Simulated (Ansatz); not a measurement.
`CC1(C)BN1` from Hartree–Fock to CCSD(T)

```xyz
13

C    -1.382   -0.376    0.235
C     0.084   -0.113   -0.012
C     0.337    1.030   -0.966
B     1.178   -1.194    0.288
N     0.968   -0.192    1.160
H    -1.528   -1.200    0.937
H    -1.890   -0.634   -0.699
H    -1.885    0.510    0.643
H    -0.111    0.823   -1.942
H     1.406    1.198   -1.115
H    -0.106    1.964   -0.598
H     1.823   -2.165    0.075
H     1.107    0.350    1.994
```

The species carries charge 0 and has multiplicity 1. The structure was optimised at the PBE0-D4/def2-TZVP level. Frozen core, restricted reference, the Gaussian-basis code of Ansatz. CBS rows extrapolate triple and quadruple zeta; past MP2 they add the triple-zeta difference.

```csv
basis,HF (Eh),MP2 corr.,CCSD corr.,(T),CCSD(T) total
def2-TZVPP,?,-0.82604,-0.86783,-0.03678,?
def2-QZVPP,-197.44912,-0.87931,–,–,–
CBS(def2),?,?,?,as TZ,?
```

(1) Fill in the withheld values. (Estimate.)

Answers

(1) Ansatz gave: def2-TZVPP HF (Eh): -197.43964; def2-TZVPP CCSD(T) total: -198.34425; CBS(def2) HF (Eh): -197.45042; CBS(def2) MP2 corr.: -0.91876; CBS(def2) CCSD corr.: -0.96055; CBS(def2) CCSD(T) total: -198.44775.
